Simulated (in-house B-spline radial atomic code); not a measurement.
Results of a calculation; reference values are marked as such.
**Al in an electron gas of r_s = 2.67: phase shifts, screening, friction and resistivity**

A nucleus sits in a uniform electron gas with a rigid positive background. The Kohn-Sham equations are solved self-consistently in the spin-unpolarised LDA (PW92), non-relativistic, on B-splines with outgoing waves at the boundary and partial waves to l = 8. The model has no lattice, no bands and no magnetic solution. Atomic units; δ_l are the phase shifts at the Fermi level, counted so that each bound state adds π, and good to about 0.0005.

The density parameter is r_s = 2.67 bohr, near that of the valence electrons of Cu (1 per atom, density 8.96 g/cm³, mass 63.55 u, which gives r_s = 2.67).

| l | δ_l (rad) |
| --- | --- |
| 0 | 7.0494 |
| 1 | 4.1462 |
| 2 | 0.1657 |
| 3 | 0.0131 |
| 4 | 0.0014 |
| 5 | 0.0002 |
| 6 | 0.0001 |
| 7 | 0.0001 |
| 8 | 0.0001 |

Bound levels below the band bottom (hartree): s -54.74, s -3.556, p -2.183, s -0.02954.

**Question.** Check the Friedel sum rule, and say where the screening charge sits.

**Answer.** k_F = (9π/4)^(1/3)/r_s = 0.71879. The rule is Z = (2/π) Σ (2l + 1) δ_l. The terms are s 4.488, p 7.919, d 0.527, f 0.058 and 0.012 beyond, in all 13.005 against Z = 13. Bound states hold 6 s, 6 p, 0 d electrons, so the scattering states carry 1.00 in all; where a term is smaller than its bound count, the bound level has drawn weight out of the band.

**Question.** Find the transport cross section and the electronic stopping of a 1 keV Al ion (mass 26.98 u).

**Answer.** σ_tr = (4π/k_F²) Σ (l + 1) sin²(δ_l − δ_(l+1)). The terms for l = 0 to 3 are 0.0558, 1.1068, 0.0693, 0.0005, all together 1.2325, so σ_tr = 24.323 × 1.2325 = 29.976 bohr². With n = 3/(4π r_s³) = 0.01254, the friction coefficient is Q = n k_F σ_tr = 0.2702. For v well below v_F = 0.719, dE/dx = Q v; with 24801 eV per u at v = 1, v = √(1000/(24801 × 26.98)) = 0.0387, so dE/dx = 0.01045 hartree/bohr = 5.37 eV/nm. The largest term couples the p and d waves.

**Question.** What residual resistivity would 1 atomic per cent of such centres give in Cu?

**Answer.** Δρ = k_F n_i σ_tr/n in atomic units of 21.74 μΩ·cm. With one host atom per 1 electron, n_i/n = 0.01/1, so Δρ = 0.7188 × 0.01000 × 29.976 × 21.74 = 4.68 μΩ·cm. This is an atom added to the gas, as on an interstitial site.

**Question.** On a substitutional site the background of one host ion, a sphere holding 1 charge, is taken out. The phase shifts for l = 0 to 4 become 6.8699, 3.8236, 0.0940, 0.0051, 0.0004. What follows?

**Answer.** The Friedel sum is now 12.00, for Z − 1 = 12. The sum in σ_tr is 0.6482, so σ_tr = 15.77 bohr² and Δρ = 2.46 μΩ·cm per atomic per cent, 0.53 times the value above. A real host ion scatters too, so this model doesn't give zero even for the host's own atom.
